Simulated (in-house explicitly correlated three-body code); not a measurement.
The numbers below are computed, except where a source is named.
# Taking the two-electron ground state apart, Z = 3

A variational code in 260 exponentially correlated functions gives, for two electrons around a point charge Z = 3 (non-relativistic, fixed nucleus, atomic units): E = -7.2799134, <1/r> = 2.687924 per electron, <1/r12> = 1.56772. From its density, U = 3.302126 (Hartree energy) and T_s = 7.240085 (kinetic energy of the doubly filled orbital √(n/2)). Further, <r²> = 0.446279 per electron, <r12²> = 0.927065 and <p1·p2> = 0.288976.

(1) Check the virial theorem, and compare with the screened hydrogenic estimate.

(2) Find the exchange and correlation energies of density-functional theory.

(3) What do the second moments say about angular correlation and diamagnetism?

(4) How does a nuclear mass of 7.0144 u change the ionisation energy, to first order in m/M (1 hartree = 27.211386 eV)?

Answers

(1) V = −2Z<1/r> + <1/r12> = -16.127544 + 1.56772 = -14.559824, and 2E = -14.559827, so T = −E = 7.279913. A product of 1s orbitals with exponent Z − 5/16 = 2.6875 gives −2.6875² = -7.22266, which is 57.3 millihartree too high.

(2) For two electrons in one orbital E_x = −U/2 = -1.651063. The potential part of correlation is U_c = <1/r12> − U − E_x = -0.083343, the kinetic part T_c = T − T_s = 0.039828, and E_c = T_c + U_c = -0.043515 hartree. Restricted Hartree-Fock gives -7.236415, so the correlation energy of wave-function theory is -0.043498.

(3) From r12² = r1² + r2² − 2 r1·r2, <r1·r2> = <r²> − <r12²>/2 = -0.01725 bohr². It vanishes for a product of s orbitals, and its negative sign shows that the electrons favour opposite sides of the nucleus. The Langevin susceptibility is −0.79199e-6 × 2<r²> = -0.7069e-6 cm³/mol.

(4) m/M = 1/(7.0144 × 1822.8885) = 7.82077e-05. With a fixed nucleus the second electron is bound by −Z²/2 − E = 2.779913 hartree = 75.6453 eV. The reduced mass scales this by 1 − m/M, a change of -5.916 meV. The mass-polarisation term raises the two-electron state by (m/M)<p1·p2> = 22.60 microhartree, a further -0.615 meV. The sum is 75.6388 eV, before relativistic and QED terms.
